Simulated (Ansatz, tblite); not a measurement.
Forces on the cluster La2O3⁻ at its PBE0-D4/def2-SVPD geometry. Total charge -1; doublet.

In the def2 sets La takes a core potential; there is no spin–orbit coupling. The xTB rows come from tblite. The structure holds one bond between oxygen atoms, so isomers without such links may lie far lower. At PBE-D4/def2-TZVPD the charge -1 doublet is spin-contaminated (final ⟨S²⟩ up to 0.96, 0.75 for a pure state). At PBE-D4/def2-TZVPD the highest occupied level of the charge -1 doublet lies above zero (up to 0.41 eV). The electron is either unbound and held by the finite basis, or the level is raised by self-interaction error. Another isomer (doublet) lies 4.84 eV lower at PBE0-D4/def2-TZVPD; other spin states weren't run for this one.

GFN1-xTB (tblite), largest force 2.81 eV/Å:

```xyz
5
positions Å, forces eV/Å
La    0.557    1.008   -0.373   -0.131   -1.140    2.560
La   -1.896   -2.310   -1.794    0.872    1.207    0.431
O    -0.746   -0.759   -1.117   -0.399   -0.445   -0.489
O     1.648    0.643    1.500   -0.817    0.602   -1.100
O     0.437    1.418    1.783    0.474   -0.224   -1.402
```

GFN2-xTB (tblite), largest force 2.12 eV/Å:

```
La 0.065 -0.637 2.022
La 0.226 0.322 0.088
O 0.046 0.113 -0.113
O -1.228 0.779 -0.751
O 0.891 -0.577 -1.246
```

PBE-D4/def2-TZVPD (Ansatz), largest force 0.66 eV/Å:

```
La -0.008 0.044 -0.155
La -0.010 -0.014 -0.005
O -0.023 -0.031 -0.013
O 0.561 -0.346 -0.040
O -0.521 0.346 0.213
```
